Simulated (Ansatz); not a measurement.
The lowest singlet and triplet of CHCl (SMILES [CH]Cl); geometries from B3LYP-D3(BJ)/def2-TZVP, each state relaxed from the structure named, with no frequency check.
Singlet at the triplet's geometry (charge 0, multiplicity 1):
```xyz
3

C     -1.092     0.350     0.000
Cl     0.500    -0.106     0.000
H     -1.957    -0.302     0.000
```

A positive gap puts the triplet lower; no zero-point energy. R- takes a restricted singlet. U- takes an unrestricted singlet (broken symmetry where lower, unprojected). The triplet is unrestricted in single-reference levels.

Cores are frozen in the correlated methods.

The values were computed with Ansatz (a first-principles code). Each number belongs to the level named beside it.

Q: One of these levels gives 25.90 kcal/mol for the gap E(singlet) − E(triplet), vertical, at the triplet's geometry. Which one is it?
(A) U-SVWN5/def2-TZVPP (spin-contaminated)
(B) R-HF/cc-pV(T+d)Z
(C) R-MP2/cc-pV(T+d)Z
(D) R-wB97X-V/def2-TZVPP

A: B, R-HF/cc-pV(T+d)Z. The others give 2.94 (U-SVWN5/def2-TZVPP (spin-contaminated)), 6.01 (R-wB97X-V/def2-TZVPP), 8.79 (R-MP2/cc-pV(T+d)Z)

Doubts at one or more of the structures used: a restricted determinant that unrestricted orbitals would lower (R-HF/cc-pV(T+d)Z, R-wB97X-V/def2-TZVPP, R-MP2/cc-pV(T+d)Z).
